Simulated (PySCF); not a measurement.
A species of formula C2H7In has this rotational fingerprint, computed with PBE0-D3(BJ)/def2-SVP geometry optimisation, gas phase, def2 core potentials past Kr in PySCF 2.14.0:

| Quantity | Value |
| --- | --- |
| Rotational constants | A = 12416, B = 4302, C = 3328 MHz |
| Dipole components | \|μa\| = 0.02 D, \|μb\| = 0.62 D, \|μc\| = 0.01 D |
| Inertial defect | -6.35 u·Å² |
| κ | -0.79 |

Question: Which structure is it? (One computed conformer of each.)
A. InH2Et, `[H][In]([H])[CH2]C`
B. InMe2H, `[H][In]([CH3])[CH3]`

Answer: B. It is [H][In]([CH3])[CH3], an asymmetric top. The candidates at the same level (rigid rotor, commonest isotopes):

| SMILES | A (MHz) | B (MHz) | C (MHz) | μa (D) | μb (D) | μc (D) | Δ (u·Å²) | point group | rotor |
| --- | --- | --- | --- | --- | --- | --- | --- | --- | --- |
| [H][In]([CH3])[CH3] | 12416 | 4302 | 3328 | 0.02 | 0.62 | 0.01 | -6.35 | near C2v | asymmetric top |
| [H][In]([H])[CH2]C | 22860 | 2797 | 2696 | 0.75 | 0.33 | 0.01 | -15.33 | near Cs | near-prolate asymmetric top |

`[H][In]([H])[CH2]C` has A 84 % too high. No structure here is proved a minimum.
